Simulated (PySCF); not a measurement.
Computed IR spectrum (relative IR intensity) of a molecule C₂H₅O, multiplicity 2. Coordinates come from a PBE0-D3(BJ)/def2-TZVP optimisation. One conformer was computed; it need not be the lowest. The numbers are results of PySCF 2.14.0 with PBE0-D3(BJ)/def2-TZVP, not measurements. Harmonic, unscaled wavenumbers; measured fundamentals usually lie a few per cent lower.

| ν (cm⁻¹) | relative intensity |
|---|---|
| 204 | 3.5 |
| 333 | 100 |
| 430 | 17 |
| 538 | 45 |
| 962 | 45 |
| 1118 | 23 |
| 1129 | 40 |
| 1181 | 17 |
| 1363 | 3.5 |
| 1398 | 31 |
| 1449 | 8.9 |
| 1476 | 3.2 |
| 2985 | 42 |
| 3007 | 26 |
| 3161 | 5.6 |
| 3271 | 6.2 |
| 3851 | 22 |

Problem. Which structure fits?
(A) C[CH]O
(B) CC[O]
(C) [CH2]CO
(D) [CH2]OC

Solution. C, [CH2]CO
